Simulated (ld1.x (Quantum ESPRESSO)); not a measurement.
## K: TM pseudisation with BLYP, scalar-relativistic reference atom.

K (Z = 19), norm-conserving Troullier–Martins (Kleinman–Bylander form), made with ld1.x (Quantum ESPRESSO) 7.5 (BLYP, scalar-relativistic). Core [Ar], reference 4s1 4p0. Waves: 4s (bound): rc 3.30 bohr; 4p (bound, empty): rc 4.20 bohr; 3d channel at 0.5 Ry: rc 4.10 bohr. Local part: all-electron potential smoothed inside 3.20 bohr (lloc = -1). Core correction: a·sin(br)/r model core inside 1.95 bohr.

All-electron outer shells of the reference configuration (BLYP, scalar-relativistic, ld1.x):

```csv
shell,level (eV),outermost node (bohr),outermost maximum (bohr)
3s,-35.06,0.48,1.07
3p,-18.57,0.45,1.15
4s,-2.24,1.59,3.98
4p,-0.69,1.88,5.86
```

Calculated quality:

```
Cutoffs needed           : 6 Ry and 6 Ry (the cutoffs (Ry, on a coarse ladder) from which the occupation-weighted sum of valence levels, in a spherical-Bessel basis at the reference potential, stays within 10 and 1 mRy of its value at 400 Ry)
Ghost test               : ghost state, extra bound levels that the all-electron valence spectrum of the same l lacks: d at -0.86 eV; a true bound ghost makes a file unfit for plane-wave use (spherical-Bessel basis up to 400 Ry, 20 bohr box)
Largest excitation error : -4.7 meV (all-electron minus pseudo) for 4s0 4p1, out of 2 test configurations
```

Generation and tests took about 0.51 s on one core of a shared server CPU.
